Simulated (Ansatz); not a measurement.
A displaced shape of singlet BeO:

```
atom    x (Å)    y (Å)    z (Å)
  Be  -0.0215  -0.0361  -0.9193
   O  -0.0345   0.0010   0.4823
```

It was optimised with HF/def2-SVP in Ansatz (development build ahead of 0.2.0) to forces under 0.001 eV/Å, with restricted orbitals. Each step stands on the lowest determinant of that kind that the program's search found.

**Question.** What shape does it relax to, and how does the optimisation go?

**Answer.**

```yaml
atoms:
  - { symbol: Be, position_ang: [-0.0219, -0.0349, -0.8738] }
  - { symbol: O, position_ang: [-0.0341, -0.0002, 0.4367] }
```

Bond lengths: Be1–O2 1.311 Å.

```
step  E − E(start) (eV)  largest force (eV/Å)
   1             0.0000                4.2760
   2            -0.1987                1.2262
   3            -0.2118                0.2377
   4            -0.2122                0.0068
   5            -0.2122                0.0000
```

The optimisation ended after 5 steps with its threshold met. Caution: near this shape an unrestricted determinant lies lower.
